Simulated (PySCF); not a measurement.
**S⁺: ionisation energy**

S⁺ [Ne] 3s2 3p3 (4S) → S²⁺ [Ne] 3s2 3p2 (3P), as a difference of total energies. Computed with PySCF 2.14 in Sapporo-DZP-2012 (5s4p2d, 27 functions), with scalar relativity by spin-free X2C-1e. Correlated levels: valence: [Ne] frozen. The calculations carry no spin-orbit coupling.

```json
{"method": "UHF", "ionisation energy (eV)": "22.768", "difference from reference (eV)": "-0.570"}
{"method": "MN15", "ionisation energy (eV)": "23.422", "difference from reference (eV)": "+0.084"}
{"method": "r2SCAN", "ionisation energy (eV)": "23.576", "difference from reference (eV)": "+0.238"}
{"method": "MP2 (valence)", "ionisation energy (eV)": "23.248", "difference from reference (eV)": "-0.090"}
{"method": "SCS-MP2 (valence)", "ionisation energy (eV)": "23.089", "difference from reference (eV)": "-0.249"}
{"method": "CCSD (valence)", "ionisation energy (eV)": "23.177", "difference from reference (eV)": "-0.161"}
{"method": "CCSD(T) (valence)", "ionisation energy (eV)": "23.182", "difference from reference (eV)": "-0.156"}
```

Reference: 23.338 eV (measured; NIST Atomic Spectra Database, ionization energies).

The reference lies between the lowest fine-structure levels, while these numbers refer to the centres of the terms.

Errors of the correlated levels include the incompleteness of this basis and the frozen core.
